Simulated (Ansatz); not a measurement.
Molecule: C2HO, net charge -1, singlet state. It need not be the lowest isomer of its formula. Whether it binds its extra electron was not tested at this geometry. SMILES: C#C[O-]
Structure (B3LYP-D3(BJ)/def2-TZVP (Ansatz, a first-principles code) minimum search):
```
C
O 1 1.2200
C 1 1.2560 2 173.04
H 3 1.0683 1 140.14 2 -180.00
```
Charge -1, spin multiplicity 1.

Parts of the frozen-core correlation energy in cc-pVDZ (Ansatz, hartree). Frozen orbitals: 3; correlated occupied orbitals by spin: 8 and 8; virtual: 36 and 36. No spin-orbit coupling. No relativistic terms.

```
term                            value
-------------------------  ----------
reference (HF)             -151.11709
MP2 opposite-spin            -0.32371
MP2 same-spin                -0.12121
CCSD correlation             -0.45257
(T)                          -0.01895
CCSDT minus CCSD(T)          -0.00045
T1 diagnostic                   0.019
largest doubles amplitude       0.083
```
